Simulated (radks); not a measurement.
Results of a calculation; reference values are marked as such.
Spherical quantum dot in the effective-mass picture: electrons in a hard-walled sphere of radius 4.53, with a point charge +1 (a donor) at the centre, all in effective atomic units (hartree* = m*/eps^2 hartree, bohr* = eps/m* bohr), one dielectric constant everywhere. Level of theory: non-relativistic Kohn-Sham, LDA (Slater exchange, Perdew-Wang correlation), spin-polarised, spherical densities (a radial shooting solver with Libxc functionals). Levels are named by radial order and angular momentum (1s, 1p, 1d, 2s, ...), and open shells are averaged over m. Each electron was tried in the lowest free levels, single moves between levels near the top were tried too, and the lowest total energy was kept; such a search can miss a lower state. At N = 1 the Hartree and exchange-correlation terms need not cancel, so that row can carry a self-interaction error.

| N | open shells | 2S | E (hartree*) | mu = E(N) - E(N-1) (hartree*) | addition energy mu(N+1) - mu(N) (hartree*) | rms radius (bohr*) |
|---|---|---|---|---|---|---|
| 1 | 1s(up 1, down 0) | 1 | -0.468457 | -0.46846 | 0.5302 | 1.633 |
| 2 | none | 0 | -0.406667 | 0.061790 | 0.6875 | 1.944 |
| 3 | 1p(up 1, down 0) | 1 | 0.342592 | 0.74926 | 0.2735 | 2.325 |
| 4 | 1p(up 2, down 0) | 2 | 1.36534 | 1.0227 | 0.2814 | 2.515 |
| 5 | 1p(up 3, down 0) | 3 | 2.66952 | 1.3042 | 0.3541 | 2.639 |
| 6 | 1p(up 3, down 1) | 2 | 4.32776 | 1.6582 | 0.2673 | 2.732 |
| 7 | 1p(up 3, down 2) | 1 | 6.25330 | 1.9255 | 0.2724 | 2.803 |
| 8 | none | 0 | 8.45128 | 2.1980 | 0.5368 | 2.861 |
| 9 | 1d(up 1, down 0) | 1 | 11.1861 | 2.7348 | 0.2637 | 2.923 |
| 10 | 1d(up 2, down 0) | 2 | 14.1847 | 2.9986 | 0.2650 | 2.974 |
| 11 | 1d(up 3, down 0) | 3 | 17.4482 | 3.2635 | 0.2656 | 3.017 |
| 12 | 1d(up 4, down 0) | 4 | 20.9773 | 3.5291 | 0.2659 | 3.054 |
| 13 | 1d(up 5, down 0) | 5 | 24.7723 | 3.7950 | 0.3338 | 3.087 |
| 14 | 1d(up 5, down 1) | 4 | 28.9011 | 4.1287 | 0.2594 | 3.116 |
| 15 | 1d(up 5, down 2) | 3 | 33.2892 | 4.3882 | 0.2606 | 3.142 |
| 16 | 1d(up 5, down 3) | 2 | 37.9380 | 4.6488 | 0.2613 | 3.166 |
| 17 | 1d(up 5, down 4) | 1 | 42.8481 | 4.9101 | 0.2617 | 3.188 |
| 18 | none | 0 | 48.0199 | 5.1718 | 0.3912 | 3.208 |
| 19 | 2s(up 1, down 0) | 1 | 53.5828 | 5.5629 | 0.4471 | 3.198 |
| 20 | 2s(up 1, down 0) 1f(up 1, down 0) | 2 | 59.5928 | 6.0100 | 0.2574 | 3.218 |
| 21 | 2s(up 1, down 0) 1f(up 2, down 0) | 3 | 65.8603 | 6.2674 | 0.2576 | 3.237 |
| 22 | 2s(up 1, down 0) 1f(up 3, down 0) | 4 | 72.3853 | 6.5250 | 0.2577 | 3.255 |
| 23 | 2s(up 1, down 0) 1f(up 4, down 0) | 5 | 79.1680 | 6.7828 | 0.2578 | 3.271 |
| 24 | 2s(up 1, down 0) 1f(up 5, down 0) | 6 | 86.2086 | 7.0405 | 0.2578 | 3.286 |
| 25 | 2s(up 1, down 0) 1f(up 6, down 0) | 7 | 93.5069 | 7.2983 | 0.2577 | 3.300 |
| 26 | 2s(up 1, down 0) 1f(up 7, down 0) | 8 | 101.063 | 7.5560 | 0.3233 | 3.314 |
| 27 | 2s(up 1, down 0) 1f(up 7, down 1) | 7 | 108.942 | 7.8794 | 0.2544 | 3.327 |
| 28 | 2s(up 1, down 0) 1f(up 7, down 2) | 6 | 117.076 | 8.1337 | - | 3.339 |

All shells are closed at N = 2, 8, 18 (there: 1s2 1p6 1d10); the second difference of the energy has clear peaks (12 % above both neighbours; the first and last values, which can be the largest, are not judged, and half-filled shells can peak too) at N = 2, 5, 8, 13, 19, 26.
